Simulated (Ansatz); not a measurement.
A nudged elastic band was laid between two geometries of AlH5OSSi (9 atoms, charge 0, multiplicity 1).

The calculation used RKS LDA/def2-mTZVP (Ansatz).

| Quantity | Value |
| --- | --- |
| movable images | 7 |
| climbing image | yes |
| spring | 5.0 eV/Å² |
| optimiser | quadratic models (default) |
| start path | IDPP |
| force threshold | 0.03 eV/Å |
| iteration limit | 60 |
| end points | relaxed |

First end point:

```xyz
9
Properties=species:S:1:pos:R:3
O -1.423 -1.274 1.010
Si -1.069 -0.041 -0.041
Al 0.914 1.297 -0.059
S 0.700 -0.732 -1.419
H -0.971 -1.228 1.874
H -2.180 -0.076 -1.045
H 0.928 2.573 -1.013
H 1.939 0.948 1.117
H 1.251 -1.512 -0.441
```

Last end point:

```xyz
9
Properties=species:S:1:pos:R:3
O -2.134 0.339 0.754
Si -0.924 0.115 -0.350
Al 1.379 0.719 -0.115
S 0.565 -1.492 0.509
H -1.960 1.016 1.435
H -1.570 -0.691 -1.438
H 1.686 1.439 1.277
H 2.317 0.637 -1.401
H 0.730 -2.129 -0.689
```

Problem. What changes between the two ends?

Solution. No bond is made or broken. The dihedral S4–Si2–Al3–H7 goes from 97 to -93°.

Problem. Give the energies along the band, and the barrier.

Solution. The forces met the threshold. The highest image is number 2 of 0 to 8, 0.34 eV above the first end and 0.35 eV above the last; the last end lies 0.01 eV below the first. The profile has 2 maxima (images 2, 5) with wells between them (image 3): this band takes more than one step, which may be the mechanism or a detour left from its start path. A vibrational analysis at the climbing image gives one clearly imaginary mode, 132i cm⁻¹: a first-order saddle point.

```tsv
image	path coordinate (Å)	energy (eV)	dihedral S4–Si2–Al3–H7 (°)
0	0.00	0.00	97
1	1.09	0.15	78
2	2.19	0.34	64
3	3.65	0.28	104
4	5.12	0.30	153
5	6.58	0.32	-160
6	8.05	0.29	-112
7	9.51	0.26	-80
8	10.98	-0.01	-93
```

Problem. What is the geometry of the highest image?

Solution. 
```xyz
9
Properties=species:S:1:pos:R:3
O -1.375 -0.807 1.081
Si -0.762 -0.115 -0.300
Al 0.910 1.600 0.035
S 0.764 -1.415 -1.162
H -0.786 -0.803 1.859
H -1.966 -0.043 -1.184
H 1.666 2.279 -1.200
H 1.414 1.836 1.539
H 0.223 -2.580 -0.686
```

Time of the run: 4.2 min on 2 threads of Intel(R) Xeon(R) CPU @ 2.80GHz (Skylake/Cascade Lake), with other jobs on the host, peak memory 0.17 GiB.
